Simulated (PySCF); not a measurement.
**Heteronuclear NMR**

Geometry:
```tsv
atom	x (Å)	y (Å)	z (Å)
C1	2.805	0.466	1.373
C2	1.730	-0.433	0.814
O3	1.787	-1.647	0.820
N4	0.646	0.171	0.286
Si5	-0.575	-0.912	-0.336
O6	-1.691	0.136	-0.869
Si7	-3.060	0.503	-1.653
H8	3.119	1.188	0.622
H9	2.416	1.008	2.233
H10	3.657	-0.132	1.683
H11	0.589	1.177	0.275
H12	-1.153	-1.694	0.746
H13	-0.051	-1.658	-1.470
H14	-4.182	0.004	-0.862
H15	-3.026	1.961	-1.730
H16	-3.018	-0.130	-2.969
```

[PySCF 2.14.0 with density-fitted response routines: σ from GIAO-PBE0/pcSseg-1; geometry from GFN2-xTB; a single conformation; one averaged value for each set of equivalent atoms; no solvent model; non-relativistic]

(1) Where does 29Si resonate?

(2) What are the 15N shifts?

(3) Predict the 17O NMR data.

Answers

(1) 
```tsv
atoms	environment	σ (ppm)	δ (ppm)
Si5	silicon bonded to N, O, 2 H	388.5	-39.3
Si7	silicon bonded to O, 3 H	391.4	-41.7
```

Shieldings were converted by a linear fit to measured shifts: 29Si: δ = 279.94 − 0.822σ (rms 8.9 ppm, 72 shifts, 25.8 ppm with the 6 outliers that the fit left out vs TMS, solution or neat liquid). A few per cent of atoms miss by over 2 rms, more outside the fitted compound classes.

On a 500 MHz spectrometer 29Si resonates near 99.3 MHz, so 1 ppm is 99.3 Hz.

(2) 
| atoms | environment | σ (ppm) | δ (ppm) |
| --- | --- | --- | --- |
| N4 | amide-type nitrogen | 136.8 | -274.1 |

Shieldings were converted by a linear fit to measured shifts: 15N: δ = -148.07 − 0.921σ (rms 6.3 ppm, 71 shifts vs CH3NO2, solution or neat liquid). Occasional misses reach two or three times the rms, and more in compound classes unlike the fitted ones.

On a 400 MHz spectrometer 15N resonates near 40.5 MHz, so 1 ppm is 40.5 Hz.

(3) 
```json
{"atoms": "O3", "environment": "amide-type carbonyl oxygen", "σ (ppm)": "-110.1", "δ (ppm)": "367.0"}
{"atoms": "O6", "environment": "oxygen bonded to 2 Si", "σ (ppm)": "319.0", "δ (ppm)": "-23.8"}
```

Shieldings were converted by a linear fit to measured shifts: 17O: δ = 266.70 − 0.911σ (rms 10.7 ppm, 155 shifts, 12.2 ppm with the 3 outliers that the fit left out vs liquid water, solution or neat liquid). Occasional misses reach two or three times the rms, and more in compound classes unlike the fitted ones.

On a 500 MHz spectrometer 17O resonates near 67.8 MHz, so 1 ppm is 67.8 Hz.

Hydrogen bonding in solution shields acid and N–H amide carbonyl oxygens by tens of ppm.
